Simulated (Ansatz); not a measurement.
`C[SiH2][O][GeH3]` + `NC=O` → `O=C[NH][GeH3]` + `C[SiH2]O`  (ligand exchange at a Ge–O bond)

Calculated with Ansatz (gas phase, PBE0-D4/def2-TZVP geometries, no zero-point term in ΔE). CCSD(T)/CBS is the MP2 limit (def2-TZVPP, def2-QZVPP) plus CCSD(T) − MP2 in def2-TZVPP, frozen cores. This one scheme is used for every species. Functionals use def2-TZVPP. For Ge outer-core shells are correlated without core-valence functions, which leaves a few kJ/mol of doubt a bond. Scalar relativity is left out up to krypton. One conformer a species, not always the lowest.

CCSD(T)/CBS gives +20.0 kJ/mol.

Q: Another level gave +24.5 kJ/mol. Which?
A. r2SCAN-D4/def2-TZVPP
B. LDA (SPW92)/def2-TZVPP
C. HF/def2-TZVPP
D. BHLYP-D4/def2-TZVPP

A: A. r2SCAN-D4 24.5, HF/def2-TZVPP 34.6, BHLYP-D4 29.8, LDA (SPW92) 17.0 kJ/mol.

Largest T1 diagnostic among the species: 0.016.

At CCSD(T), def2-SVP lies +6.1 kJ/mol from the extrapolated value and def2-TZVPP +0.9 kJ/mol. In def2-TZVPP, CCSD(T) changes the Hartree–Fock value by −13.8 kJ/mol (the triples alone add −1.8 kJ/mol) and MP2 by −14.1 kJ/mol. Leaving LDA and LC-ωPBE aside and taking each functional with its dispersion term where it has one, the values, not all of them listed here, spread over 9.7 kJ/mol, from revPBE-D4 to BHLYP-D4. LDA lies −4.3 kJ/mol from PBE without D4.
